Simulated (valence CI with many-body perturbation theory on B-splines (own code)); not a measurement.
Energy levels of F³⁺

Calculated by relativistic CI+MBPT: four valence electrons over a frozen Dirac-Fock core [He], a basis of 11 s, 11 p, 10 d, 8 f, 5 g, 2 h functions for each j, with the one-electron correlation potential Σ1, the two-electron term Σ2, the three-electron term Σ3, Breit, model QED; selected CI, second order for the rest, scaled by the run's own slope (own B-spline code, finite nucleus).

Against 48 measured levels this calculation errs by 141 cm⁻¹ on average and by 849 at most. These come from a selection out of Moore, Atomic Energy Levels, vol. I, NSRDS-NBS 35 (1971 reprint of NBS Circular 467, 1949), an old analysis. Levels without a partner in it may be off by more. Among the levels kept, up to 2200 cm⁻¹ of a level comes from second order outside the variational space, and about a tenth of that is noise between levels of different J, which matters for small intervals. 1 measured level below the end of the list, from 492395 cm⁻¹ on, found no clear computed partner, and computed levels of the same name lie up to 459 cm⁻¹ from them.

Levels 46 to 90 of 214, with energies above the lowest level, 2s²2p² ³P_0. "Leading %" is the weight of the configuration and term that name the level; weights of strongly mixed levels are sums over their largest components and can fall short. In the jj column 3d3/2^4 stands for four electrons in 3d with j = 3/2. Lifetimes count E1, E2, E3, M1 and M2 decay at the calculated energies, and are blank where another channel may lead or the interval is too uncertain; long ones can be off by a factor of two.

```csv
No.,Configuration,Term,J,E (cm⁻¹),Leading %,Leading jj,g,Lifetime
46,2s2p²3s,⁵P,2,502369,98,2s 2p1/2 2p3/2 3s (82 %),1.835,136 ps
47,2s2p²3s,⁵P,3,502692,98,2s 2p3/2^2 3s (65 %),1.668,136 ps
48,2s²2p3d,¹F°,3,505461,93,2s^2 2p3/2 3d3/2 (38 %),1.000,16.6 ps
49,2s²2p3d,¹P°,1,506526,93,2s^2 2p3/2 3d5/2 (60 %),1.000,26.5 ps
50,2s2p²3s,³P,0,519139,91,2s 2p1/2^2 3s (40 %),,92.5 ps
51,2s2p²3s,³P,1,519344,91,2s 2p1/2 2p3/2 3s (72 %),1.501,92.5 ps
52,2s2p²3s,³P,2,519698,91,2s 2p3/2^2 3s (55 %),1.501,92.4 ps
53,2s2p²3p,³S°,1,534435,96,2s 2p3/2^2 3p3/2 (33 %),2.002,79.2 ps
54,2s2p²3p,⁵D°,0,537918,98,2s 2p1/2^2 3p1/2 (37 %),,5.98 ns
55,2s2p²3p,⁵D°,1,537996,98,2s 2p1/2 2p3/2 3p1/2 (42 %),1.501,5.96 ns
56,2s2p²3p,⁵D°,2,538134,98,2s 2p1/2 2p3/2 3p1/2 (44 %),1.501,5.96 ns
57,2s2p²3p,⁵D°,3,538332,98,2s 2p1/2 2p3/2 3p3/2 (57 %),1.501,5.95 ns
58,2s2p²3p,⁵D°,4,538585,98,2s 2p3/2^2 3p3/2 (65 %),1.501,5.94 ns
59,2s2p²3p,⁵P°,1,542000,98,2s 2p1/2 2p3/2 3p1/2 (43 %),2.502,4.43 ns
60,2s2p²3p,⁵P°,2,542118,98,2s 2p1/2 2p3/2 3p3/2 (28 %),1.835,4.50 ns
61,2s2p²3p,⁵P°,3,542316,98,2s 2p1/2 2p3/2 3p3/2 (42 %),1.668,4.46 ns
62,2s2p²3p,³D°,1,550733,97,2s 2p1/2 2p3/2 3p3/2 (48 %),0.499,85.0 ps
63,2s2p²3p,³D°,2,550920,97,2s 2p1/2 2p3/2 3p3/2 (47 %),1.167,85.0 ps
64,2s2p²3p,³D°,3,551182,97,2s 2p3/2^2 3p3/2 (36 %),1.334,84.8 ps
65,2s2p²3p,⁵S°,2,552862,97,2s 2p1/2 2p3/2 3p3/2 (35 %),2.002,1.93 ns
66,2s2p²3p,³P°,0,555725,64,2s 2p1/2 2p3/2 3p3/2 (46 %),,304 ps
67,2s2p²3p,³P°,1,555861,65,2s 2p1/2 2p3/2 3p3/2 (25 %),1.500,288 ps
68,2s2p²3p,³P°,2,556131,69,2s^2 2p3/2 4s (26 %),1.501,258 ps
69,2s²2p4s,³P°,0,559592,62,2s^2 2p1/2 4s (62 %),,80.8 ps
70,2s²2p4s,³P°,1,559726,60,2s^2 2p1/2 4s (57 %),1.478,82.6 ps
71,2s²2p4s,³P°,2,560175,68,2s^2 2p3/2 4s (68 %),1.501,84.3 ps
72,2s²2p4s,¹P°,1,561110,89,2s^2 2p3/2 4s (78 %),1.023,126 ps
73,2s2p²3s,³D,1,567830,52,2s 2p1/2 2p3/2 3s (35 %),0.501,111 ps
74,2s2p²3s,³D,2,567958,54,2s 2p1/2 2p3/2 3s (36 %),1.167,108 ps
75,2s2p²3s,³D,3,568125,56,2s^2 2p3/2 4p3/2 (39 %),1.334,105 ps
76,2s²2p4p,¹P,1,570689,91,2s^2 2p3/2 4p3/2 (46 %),1.003,491 ps
77,2s²2p4p,³S,1,573734,91,2s^2 2p3/2 4p3/2 (40 %),1.992,542 ps
78,2s²2p4p,¹D,2,575773,52,2s^2 2p1/2 4p3/2 (53 %),1.059,318 ps
79,2s²2p4p,³D,1,576012,45,2s^2 2p1/2 4p1/2 (33 %),0.624,164 ps
80,2s2p²3d,⁵F,1,576068,98,2s 2p1/2 2p3/2 3d3/2 (42 %),0.000,4.08 ns
81,2s²2p4p,³P,0,576119,92,2s^2 2p1/2 4p1/2 (66 %),,1.04 ns
82,2s2p²3d,⁵F,2,576151,98,2s 2p1/2 2p3/2 3d3/2 (50 %),1.000,4.43 ns
83,2s2p²3d,⁵F,3,576262,98,2s 2p1/2 2p3/2 3d3/2 (40 %),1.251,4.44 ns
84,2s²2p4p,³D,2,576265,38,2s^2 2p3/2 4p1/2 (34 %),1.144,192 ps
85,2s²2p4p,³P,1,576361,80,2s^2 2p3/2 4p1/2 (59 %),1.379,606 ps
86,2s2p²3d,⁵F,4,576406,98,2s 2p1/2 2p3/2 3d5/2 (51 %),1.351,4.47 ns
87,2s²2p4p,³D,3,576426,55,2s^2 2p3/2 4p3/2 (55 %),1.334,159 ps
88,2s2p²3d,⁵F,5,576585,98,2s 2p3/2^2 3d5/2 (65 %),1.401,4.52 ns
89,2s²2p4p,³P,2,576631,83,2s^2 2p3/2 4p3/2 (62 %),1.465,683 ps
90,2s2p²3d,⁵D,0,581261,98,2s 2p1/2 2p3/2 3d3/2 (80 %),,3.35 ns
```

Names give the largest LS component (configuration and term), which can be under half, so a name can repeat, a term be missing and a line seem to break the LS rules; names also repeat where a configuration has a term twice.

Where two levels of one J and parity lie close, their mixing, g and order are uncertain.
